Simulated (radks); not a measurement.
Results of a calculation; reference values are marked as such.
As3+, 30 electrons, occupied as [Ar] 3d10 4s2. Code: a radial shooting solver on a logarithmic mesh with Libxc functionals. Model: scalar-relativistic Kohn-Sham, PBEsol, spin-unpolarised, spherical densities, point nucleus.

X-ray form factor f0, the Fourier transform of the density (f0(0) = 30):

sin(theta)/lambda (1/angstrom)  f0 (electrons)
0.05                                    29.703
0.1                                     28.863
0.15                                    27.612
0.2                                     26.109
0.25                                    24.496
0.3                                     22.868
0.4                                     19.756
0.5                                     16.946
0.6                                     14.490
0.8                                     10.742
1                                        8.417
1.25                                     6.822
1.5                                      5.913
2                                        4.603
